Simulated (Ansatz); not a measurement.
InH₃. Total charge 0; singlet. Geometry PBE0-D4/def2-TZVP; atoms count from 1.

```tsv
atom	x (Å)	y (Å)	z (Å)
In1	0.000	0.000	0.000
H2	-0.700	0.770	1.375
H3	1.029	-1.368	0.209
H4	-0.329	0.598	-1.584
```

In the def2 sets In takes a core potential; there is no spin–orbit coupling.

Estimate the Mulliken populations from the PBE0/def2-TZVP orbitals of Ansatz.


```json
{"atom": "In1", "charge (e)": "0.32"}
{"atom": "H2", "charge (e)": "-0.11"}
{"atom": "H3", "charge (e)": "-0.11"}
{"atom": "H4", "charge (e)": "-0.11"}
```
Mulliken values depend strongly on the basis.
